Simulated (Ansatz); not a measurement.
Ag, charge +1, singlet (core potentials on Ag); HF/def2-SVP run with Ansatz (a program for electronic structure).

The Ansatz input:
Ansatz 0.2 input:
```yaml
crystal:
  periodic: [false, false, false]
  atoms:
    - {symbol: Ag, position_ang: [0.00000000, 0.00000000, 0.00000000]}
basis:
  gaussian:
    orbitals: def2-SVP
hamiltonian:
  xc: hf
total_charge: 1
```

The log (banner, timings and long lists left out):

```
Functional definition: HF
225 factors; integrals over basis functions are off by at most 2.4e-4 eV
mean field evaluation 1: about -3964.7073 eV, gradient 4.3e1 eV
mean field evaluation 2: about -3964.7119 eV, gradient 4.3e1 eV
mean field evaluation 4: about -3968.7878 eV, gradient 3.2e-1 eV
mean field evaluation 8: about -3968.7925 eV, gradient 2.7e-5 eV
mean field -3968.79248033 eV, -145.8504335079 hartree, gradient 1.7e-5 eV, S^2 0.000000; 0 other end points of the search recorded, 0 dependent functions left out
reference -3968.79248033 eV, -145.8504335079 hartree; 9, 9 occupied and 22, 22 virtual orbitals, 225 factors
Total energy: -3968.79248033 eV, -145.8504335079 hartree
```
